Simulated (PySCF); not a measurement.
# [Eu(NH)(H2O)]+ at several levels of theory

Computed with PySCF 2.14.0 (density fitting, no spin-orbit coupling) at the geometry relaxed with PBE:

```xyz
6
[Eu(NH)(H2O)]+ (singlet in the valence; each metal's 4f electrons, 6 of them, lie in its core potential, out of spins and levels)
Eu    0.0850    0.3584   -0.2510
N     1.3188   -0.1157    1.1134
H     2.0069   -0.3700    1.8367
O    -1.7915    0.1232    1.2199
H    -2.7663    0.2080    1.2128
H    -1.5397   -0.1365    2.1305
```

| level | basis | state | HOMO (eV) | gap (eV) | charge on Eu1 (e) | population of f-type functions on Eu1 (polarisation alone where 4f lies in the core) | dipole about the centre of mass (D) | largest force component (eV/Å) |
| --- | --- | --- | --- | --- | --- | --- | --- | --- |
| PBE | Eu lcecp-1-SVP with ECP52, N def2-SVP, H def2-SVP, O def2-SVP | singlet | -9.50 | 2.59 | 0.86 | 0.06 | 4.89 | 0.01 |
| r2SCAN | the same | singlet | -9.60 | 3.28 | 0.96 | 0.06 | 5.16 | 0.41 |
| HF | the same | singlet | -13.01 | 8.89 | 1.24 | 0.07 | 6.46 | 1.52 |
| PBE0 | the same | singlet | -10.60 | 4.44 | 0.97 | 0.06 | 5.26 | 0.54 |
| PBE | Eu lcecp-1-TZVP with ECP52, N def2-TZVP, H def2-TZVP, O def2-TZVP | singlet | -9.48 | 2.55 | 1.31 | 0.05 | 5.10 | 0.29 |

In the lcecp rows the 4f levels are missing from HOMO and gap, and the state counts the valence alone.

Charges are Mulliken's, which hang on the basis. The relaxation used the grid (50, 194), these runs (75, 302) or, all-electron (x2c bases, spin-free X2C Hamiltonian), (99, 590).

(1) What does wB97X with Eu lcecp-1-SVP with ECP52, N def2-SVP, H def2-SVP, O def2-SVP give here?

An lcecp potential fixes the number of 4f electrons, so in runs with it no electron can move into or out of that shell.

Results:

(1) state singlet, HOMO (eV) -12.78, gap (eV) 8.57, charge on Eu1 (e) 0.98, population of f-type functions on Eu1 (polarisation alone where 4f lies in the core) 0.07, dipole about the centre of mass (D) 5.65, largest force component (eV/Å) 0.69. Time: 3.5 s on 2 threads of Arm Neoverse V1, with other jobs on the host, from an already converged density.
